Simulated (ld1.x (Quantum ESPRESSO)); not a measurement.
**What one change does to a pseudopotential (As, ultrasoft)**

ld1.x (Quantum ESPRESSO) 7.5 input, shortened:

```
&input
   title='As', zed=33., rel=1, dft='PBE', iswitch=3,
   config='[Ar] 3d10 4s2 4p1.5'
 /
 &inputp
   pseudotype=3, tm=.true., lloc=-1, rcloc=1.65,
   nlcc=.true.,
   which_augfun='PSQ', rmatch_augfun=1.20
 /
4
4S  1  0   2.00   0.00  1.60  1.85  0.0
4S  1  0   0.00  -1.35  1.60  1.85  0.0
4P  2  1   1.50   0.00  2.00  2.25  0.0
4P  2  1   0.00   1.10  2.00  2.25  0.0
 &test
   configts(1)='4s2 4p1.5'
 /
```

All-electron outer shells of the reference configuration (PBE, scalar-relativistic, ld1.x):

```json
{"shell": "4s", "level (eV)": "-28.27", "outermost node (bohr)": "0.73", "outermost maximum (bohr)": "1.57"}
{"shell": "4p", "level (eV)": "-17.88", "outermost node (bohr)": "0.77", "outermost maximum (bohr)": "1.85"}
```

Change: waves 4s (bound): rcut 1.60, rcutus 2.40 bohr; 4s channel at -1.35 Ry: rcut 1.60, rcutus 2.40 bohr.

Cutoffs: the cutoffs (Ry, on a coarse ladder) from which the occupation-weighted sum of valence levels, in a spherical-Bessel basis at the reference potential, stays within 10 and 1 mRy of its value at 400 Ry; they do not see the model core or the augmentation charge, which bear on the density cutoff. Errors are all-electron minus pseudo energies relative to the spin-unpolarised reference configuration.

Problem. How do hardness, ghosts and transferability respond?

Solution. The potential gets neither clearly harder nor softer (10 Ry and 15 Ry → 10 Ry and 15 Ry); both files keep a bound ghost (d); the errors of the 7 common tests hardly move.

| quantity | base | changed |
| --- | --- | --- |
| cutoff, loose | 10 Ry | 10 Ry |
| cutoff, tight | 15 Ry | 15 Ry |
| bound ghosts | d | d |
| error for 4s2 4p3, meV [ΔE -16.94 eV] | -8.1 | -7.9 |
| error for 4s2 4p2, meV [ΔE -7.79 eV] | -1.1 | -1.0 |
| error for 4s2 4p1, meV [ΔE 10.13 eV] | -5.4 | -5.1 |
| error for 4s1 4p0, meV [ΔE 88.48 eV] | -312 | -274 |
| error for 4s1 4p4, meV [ΔE -7.52 eV] | +1.2 | +1.0 |
| error for 4s2 4p2.5, meV [ΔE -13.39 eV] | -4.7 | -4.5 |
| error for 4s0 4p5, meV [ΔE 2.11 eV] | -2.0 | -2.0 |
| lowest overlap eigenvalue by channel | s 0.37, p 0.57 | s 0.31, p 0.57 |

 A true bound ghost makes a file unfit for plane-wave use even where its test errors are small: the radial tests pick states by their node count and pass the ghost by.
